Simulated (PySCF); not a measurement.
Shapes and spin states of WOCl₂

All numbers come from B3LYP/[W def2-SVP with ECP60, O def2-SVP, Cl def2-SVP], scalar-relativistic core potentials, density fitting, no spin–orbit coupling, PySCF.

Relaxations began from a few typed shapes and spin states; open shells are unrestricted. The search is not exhaustive: other isomers or separated fragments can lie lower, and high-lying points may rest on an excited occupation.

Problem. Which is the lowest minimum found?
A. singlet (closed shell, unstable to spin polarisation) C2v: W–Cl 2.257 Å (×2), W–O 1.680 Å; Cl–W–Cl 132.4°, Cl–W–O 113.8° (×2)
B. broken-symmetry Ms = 0 (⟨S²⟩ 0.59) C2v: W–Cl 2.275 Å (×2), W–O 1.683 Å; Cl–W–Cl 128.5°, Cl–W–O 115.7° (×2)
C. triplet C2v: W–Cl 2.306 Å (×2), W–O 1.690 Å; Cl–W–Cl 121.4°, Cl–W–O 119.3° (×2)

Solution. C. The others lie at 3.5 (broken-symmetry Ms = 0 C2v), 11.7 (singlet C2v) kJ/mol above it.

Formally W is in oxidation state +4, d2, with 2 unpaired electrons (the high-spin count). The Mulliken spin on W is 2.04. The polar-tensor charge on W, 1.66, is far below the formal one.

For the lowest minimum: open d and f shells are described by one determinant, and the ground state may have another occupation or spin. With an element this heavy the missing spin–orbit coupling can shift these numbers.

The electron or spin density has lower symmetry than the nuclear frame for the broken-symmetry Ms = 0 (⟨S²⟩ 0.59) C2v at 3.5 kJ/mol.
